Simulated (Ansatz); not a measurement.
Re2Te3. Total charge 0; singlet. Geometry PBE-D4/def2-SVP, basis def2-TZVP, Ansatz.

```xyz
5

Re   -0.246   -0.557    1.175
Re   -0.716    1.102   -0.157
Te    2.122   -1.104    0.484
Te   -2.596   -0.766   -0.038
Te    1.435    1.324   -1.465
```

| run | HOMO (eV) | LUMO (eV) |
| --- | --- | --- |
| A | -6.02 | -4.01 |
| B | -5.49 | -4.26 |
| C | -5.17 | -4.50 |
| D | -5.87 | -3.90 |
| E | -5.00 | -4.40 |

In the def2 sets Re, Te take a core potential; there is no spin–orbit coupling. HSE06 is defined as in plane-wave codes, on full-range PBE exchange. No other spin state of charge 0 was run. The structure comes from a short search, and lower isomers may exist.

Q: The runs used HSE06, PBE, PBE0, r2SCAN, r2SCAN0. Estimate which is which.

A: A r2SCAN0 (25 % exact exchange); B HSE06 (range-separated); C r2SCAN (0 % exact exchange); D PBE0 (25 % exact exchange); E PBE (0 % exact exchange). Exact exchange lowers occupied and raises empty levels; among semilocal functionals meta-GGAs tend to open the gap a little, and such runs are hard to tell apart. The gap grows from 0.60 eV (PBE) to 2.01 eV (r2SCAN0). The restricted singlet is unstable towards broken spin symmetry in Hartree–Fock (as tested in another run); at r2SCAN0-D4/def2-TZVP, HSE06-D4/def2-TZVP, r2SCAN-D4/def2-TZVP, PBE0-D4/def2-TZVP and others this wasn't settled.
